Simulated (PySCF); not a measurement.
BBrFH2N. Atoms are numbered in the order given.

```xyz
6

B     -0.0671    -0.9452     0.0000
F     -1.2657    -1.5154     0.0000
Br     0.0294     0.9828     0.0000
N      1.0895    -1.7136     0.0000
H      2.0159    -1.3124     0.0000
H      1.0554    -2.7251     0.0000
```

The structure is a stationary point at PBE0-D3(BJ)/def2-SVP. One conformer was computed; it need not be the lowest.

The numbers are results of PBE0/def2-TZVPD run with PySCF, not measurements.

Mulliken values depend strongly on the basis, most of all with diffuse functions as here. ESP charges are fitted to the potential on shells at 1.4 to 2.0 van der Waals radii. Atomic charges (e):

```tsv
atom	ESP fit	meta-Löwdin	Mulliken
B1	0.47	0.39	0.44
F2	?	-0.30	-0.27
Br3	?	-0.13	-0.29
N4	-0.89	-0.48	-0.25
H5	?	0.26	0.18
H6	?	0.26	0.18
```

Q: Complete the blanks. (The exact figures need the calculation; the answer reports its results.)

A: 
- F2, ESP fit: -0.21
- Br3, ESP fit: -0.16
- H5, ESP fit: 0.38
- H6, ESP fit: 0.42
